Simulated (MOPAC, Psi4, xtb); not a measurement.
Intermolecular potential of HBr ··· H4O4Si (SMILES Br and O[Si](O)(O)O). Monomers: optimised at B3LYP-D3(BJ) (def2-TZVP), held rigid. Orientation: lowest of the rigid-body minima from ten starts at GFN2-xTB. Only R, the distance of the centres of mass, is varied, so the lowest point isn't the relaxed dimer.

Levels of theory: HF/aug-cc-pVDZ, counterpoise-corrected (Psi4); GFN1-xTB (xtb); PM6, restricted, heats of formation (MOPAC); SAPT0/jun-cc-pVDZ, frozen core (Psi4).

Interaction energies in kJ/mol:

```csv
R / Å,HF/aug-cc-pVDZ,GFN1-xTB,PM6
3.66,59.32,52.71,46.23
3.92,14.16,8.15,-4.45
4.08,1.15,-4.49,-14.08
4.30,-7.23,-12.11,-15.65
4.47,-9.51,-13.68,-13.61
4.75,-9.57,-12.48,-9.43
5.10,-7.46,-8.94,-5.37
5.55,-4.77,-5.22,-2.61
6.32,-2.13,-2.36,-0.96
7.29,-0.86,-1.07,-0.34
8.56,-0.31,-0.45,-0.10
```

Question: Predict the corresponding SAPT0/jun-cc-pVDZ column.

Answer: 3.66: 17.37; 3.92: -10.89; 4.08: -17.56; 4.30: -20.07; 4.47: -19.18; 4.75: -15.61; 5.10: -10.89; 5.55: -6.58; 6.32: -2.87; 7.29: -1.15; 8.56: -0.41 (kJ/mol).
